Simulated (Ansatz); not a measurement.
Cost and result for the atomization energy of CH₆O₃Sn, SMILES `[CH3][Sn]([OH])([OH])[OH]` (11 atoms, 10 bonds).

Z-matrix (Å, degrees):
```
C
Sn 1 2.109
H 1 1.089 2 109.1
H 1 1.089 2 109.0 3 120.0
H 1 1.089 2 108.9 3 -120.0
O 2 1.959 1 112.5 3 -30.3
O 2 1.959 1 112.6 3 -150.3
O 2 1.959 1 112.6 3 89.7
H 6 0.961 2 111.8 1 -130.0
H 7 0.961 2 111.8 1 -130.0
H 8 0.961 2 111.8 1 -129.9
```

The species carries charge 0 and has multiplicity 1. Correlated methods include outer-core shells of Sn, which these sets cover unevenly. Sn: def2 effective core potential. The geometry is a stationary point of PBE0-D4/def2-TZVP. It is one conformer, not always the lowest. Program: Ansatz. All runs use 4 threads of an Intel Xeon on a shared host. Times are those of one run each, without the atoms' runs, and a repeat can differ threefold. Electronic energies, without spin–orbit coupling; frozen cores. CCSD(T)/CBS adds CCSD(T) − MP2 in def2-TZVPP to the MP2 limit, and its time is that of the two runs behind it. T1 = 0.013. With those shells the extrapolation isn't a true limit. B3LYP takes the VWN-RPA correlation (the form of Gaussian; ORCA's B3LYP/G). HSE06 is the plane-wave form, built on full-range PBE exchange.

CCSD(T)/CBS is a level of theory with its own doubt, some kJ/mol a heavy atom from the limit and from the frozen cores, so smaller differences don't rank the functionals.

```json
{"level": "PBE-D4/def2-TZVPP (with forces)", "functions": "258", "wall time": "8.5 s", "atomization (kcal/mol)": "952.0", "difference from CCSD(T)/CBS": "4.4", "per bond": "0.4"}
{"level": "BHLYP-D4/def2-TZVPP", "functions": "258", "wall time": "12 s", "atomization (kcal/mol)": "889.9", "difference from CCSD(T)/CBS": "-57.7", "per bond": "-5.8"}
{"level": "PBE0-D4/def2-TZVPP", "functions": "258", "wall time": "12 s", "atomization (kcal/mol)": "924.5", "difference from CCSD(T)/CBS": "-23.1", "per bond": "-2.3"}
{"level": "HSE06-D4/def2-TZVPP", "functions": "258", "wall time": "14 s", "atomization (kcal/mol)": "925.1", "difference from CCSD(T)/CBS": "-22.5", "per bond": "-2.3"}
{"level": "CAM-B3LYP-D4/def2-TZVPP", "functions": "258", "wall time": "14 s", "atomization (kcal/mol)": "936.6", "difference from CCSD(T)/CBS": "-11.0", "per bond": "-1.1"}
{"level": "r2SCAN-D4/def2-TZVPP (with forces)", "functions": "258", "wall time": "16 s", "atomization (kcal/mol)": "935.4", "difference from CCSD(T)/CBS": "-12.2", "per bond": "-1.2"}
{"level": "B3LYP-D4/def2-TZVPP (with forces)", "functions": "258", "wall time": "18 s", "atomization (kcal/mol)": "928.8", "difference from CCSD(T)/CBS": "-18.8", "per bond": "-1.9"}
{"level": "B2PLYP/def2-TZVPP", "functions": "258", "wall time": "25 s", "atomization (kcal/mol)": "923.5", "difference from CCSD(T)/CBS": "-24.1", "per bond": "-2.4"}
{"level": "CCSD(T)/def2-SVP", "functions": "112", "wall time": "30 s", "atomization (kcal/mol)": "861.2", "difference from CCSD(T)/CBS": "-86.4", "per bond": "-8.6"}
{"level": "ωB97M-V/def2-TZVPP (with forces)", "functions": "258", "wall time": "34 s", "atomization (kcal/mol)": "935.8", "difference from CCSD(T)/CBS": "-11.8", "per bond": "-1.2"}
{"level": "MP2/def2-QZVPP", "functions": "490", "wall time": "70 s", "atomization (kcal/mol)": "954.6", "difference from CCSD(T)/CBS": "7.0", "per bond": "0.7"}
{"level": "CCSD(T)/def2-TZVPP", "functions": "258", "wall time": "8.4 min", "atomization (kcal/mol)": "914.8", "difference from CCSD(T)/CBS": "-32.8", "per bond": "-3.3"}
{"level": "CCSD(T)/CBS(def2)", "functions": "–", "wall time": "9.5 min", "atomization (kcal/mol)": "947.6", "difference from CCSD(T)/CBS": "0.0", "per bond": "0.0"}
```

From BLYP to BHLYP (50 % exact exchange), in def2-TZVPP and without D4, the atomization energy moves by −40.8 kcal/mol: exact exchange takes away binding that semilocal exchange gives to molecules. The D4 term adds +7.9 kcal/mol with B3LYP and +4.2 kcal/mol with PBE0; it sums over pairs of atoms, weighted by their polarisabilities, and B3LYP, whose exchange is more repulsive, gets the larger term. In def2-TZVPP, CCSD(T) changes the Hartree–Fock value by +282.4 kcal/mol (the triples alone add +17.4 kcal/mol) and MP2 by +302.4 kcal/mol; breaking electron pairs costs correlation energy, which Hartree–Fock lacks.

Spin–orbit coupling would lower the free Sn atoms strongly, and the atomization energy with them, by more than many differences here. For some Ge, Se and Sn compounds the MP2-based and the directly extrapolated limit differ by 10 to 25 kJ/mol.
